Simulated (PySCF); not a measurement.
## Interval between two levels of Ge(2+) by level of theory

Ge(2+) [Ar] 3d10 4s2 → Ge(2+) [Ar] 3d9 4s2 5s1 [3D3, M_J = 3], as a difference of total energies. All numbers are calculated (PySCF 2.14, the two-component X2C-1e Hamiltonian, in x2c-SVPall-2c with one added diffuse shell each of s, p, d type (6s7p4d, 47 functions)). Correlated levels: [Ne] frozen. "Screened" scales the spin-orbit matrix elements by Boettger's factors to mimic the two-electron term; Breit and QED terms are absent.

```json
{"method": "GHF (spin-free)", "interval between two levels (cm⁻¹)": "358270"}
{"method": "GMP2 (spin-free)", "interval between two levels (cm⁻¹)": "371560"}
{"method": "GHF (screened spin-orbit)", "interval between two levels (cm⁻¹)": "356380"}
{"method": "GMP2 (screened spin-orbit)", "interval between two levels (cm⁻¹)": "369680"}
```

The labels give the starting determinants; with spin-orbit coupling the two ends relaxed to ⟨J²⟩ = 0.00, ⟨L²⟩ = 0.00, ⟨S²⟩ = 0.00 and ⟨J²⟩ = 12.03, ⟨L²⟩ = 6.04, ⟨S²⟩ = 2.00.

The promoted electron is Rydberg-like, and one or two diffuse shells describe it only roughly, which tends to raise the upper state.
